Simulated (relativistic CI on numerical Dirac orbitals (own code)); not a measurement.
Level scheme of Ti II

Computed by Dirac-Coulomb-Breit CI, orbitals from a KLI potential per configuration, a model potential for QED, valence Slater integrals scaled by 0.85, P86 correlation energy added to each configuration (own radial code, finite nucleus).

Configurations in the expansion (outside the closed core [Ar]): 3d2 4s, 3d3, 3d 4s2, 3d2 4p, 3d2 4d, 3d2 4f, 3d 4s 4p, 3d2 5s, 4s 4p2, 3d 4p2, 3d2 5p, 3d 4s 5p, 3d2 6s, 3d2 5d, 4s2 4p, 3d2 6p, 3d2 5f, 3d2 5g, 3d2 7s, 3d2 6d, 3d 4s 6s, 3d2 7p, 3d 4s 5d, 3d 4s 6p, 3d 4s 5s, 3d2 7d, 3d 4s 4d, 3d 4s 5f, 3d 4s 5g, 3d 4s 7s, 3d 4s 6d, 3d 4p 4d, 3d 4s 7p, 3d 4s 7d, 3d 4d 4f, 3d 4s 4f. Levels of other configurations are missing.

```
No.  Configuration  Term     J  E (cm⁻¹)    %  Next component (%)  Landé g
  1         3d2 4s    4F   3/2       0.0  100                        0.398
  2         3d2 4s    4F   5/2      80.4  100                        1.028
  3         3d2 4s    4F   7/2     192.7  100                        1.238
  4         3d2 4s    4F   9/2     336.0  100                        1.334
  5            3d3    4F   3/2    2213.4   99                        0.399
  6            3d3    4F   5/2    2271.6   99                        1.028
  7            3d3    4F   7/2    2351.1   99                        1.238
  8            3d3    4F   9/2    2450.1   99                        1.334
  9         3d2 4s    2F   5/2    4779.4   97            1 3d3 2F    0.857
 10         3d2 4s    2F   7/2    5011.6   97            1 3d3 2F    1.143
 11         3d2 4s    2D   3/2    9742.0   84           13 3d3 2D    0.804
 12         3d2 4s    2D   5/2    9754.7   84           13 3d3 2D    1.205
 13         3d2 4s    4P   1/2   10812.5   99            1 3d3 4P    2.666
 14         3d2 4s    4P   3/2   10861.3   98            1 3d3 4P    1.731
 15         3d2 4s    4P   5/2   10942.4   98                1 2D    1.596
 16            3d3    2G   7/2   11174.5   90        10 3d2 4s 2G    0.888
 17            3d3    2G   9/2   11266.2   89        10 3d2 4s 2G    1.111
 18            3d3    2P   1/2   11283.2   57        41 3d2 4s 2P    0.710
 19            3d3    2P   3/2   11352.3   55        39 3d2 4s 2P    1.355
 20            3d3    4P   1/2   11717.3   97                1 2P    2.630
 21            3d3    4P   3/2   11774.1   94                3 2P    1.713
 22            3d3    4P   5/2   11820.7   99         1 3d2 4s 4P    1.601
 23            3d3    2H   9/2   14929.0  100                        0.909
 24            3d3    2H  11/2   15010.1  100                        1.091
 25            3d3    2D   3/2   15950.3   83        14 3d2 4s 2D    0.800
 26            3d3    2D   5/2   16066.3   84        14 3d2 4s 2D    1.200
 27         3d2 4s    2G   9/2   16250.9   89           10 3d3 2G    1.111
 28         3d2 4s    2G   7/2   16253.1   89           10 3d3 2G    0.888
 29         3d2 4s    2P   1/2   19072.1   56           41 3d3 2P    0.666
 30         3d2 4s    2P   3/2   19163.1   56           41 3d3 2P    1.333
```

Energies count from the lowest computed level.

The mean weight of the leading LS term, summed over parents, in these 30 levels is 90 %, and that of the leading jj configuration (from the same eigenvectors) 55 %, so LS coupling describes them better.

For a near-neutral ion this model can misplace configurations by up to about 10,000 cm⁻¹ (more where the count of f electrons changes) and terms by 10 to 25 % of their spread. Rates follow the energies as ν³ (E1, M1) or ν⁵ (E2), so they and the lifetimes can be off by large factors. The fine structure of a lone outer electron comes out too small, for d and f at times inverted, and misplaced configurations move strength between like terms. 51 of the 52 excited levels that our extract of the measured tables holds in this range could be paired (the sources list more); they are missed by 1426 cm⁻¹ on average and 3322 at most, and levels without a partner can miss by more.

Landé's interval rule says that E(J) − E(J−1) = AJ with one A. For the ground term the intervals give A = 32.1, 32.1, 31.8 cm⁻¹ for J = 5/2, 7/2, 9/2; the multiplet is regular.

LS names give the leading component of a level, which can be under half, so a name can repeat, a term be missing and a line seem to break the LS rules.
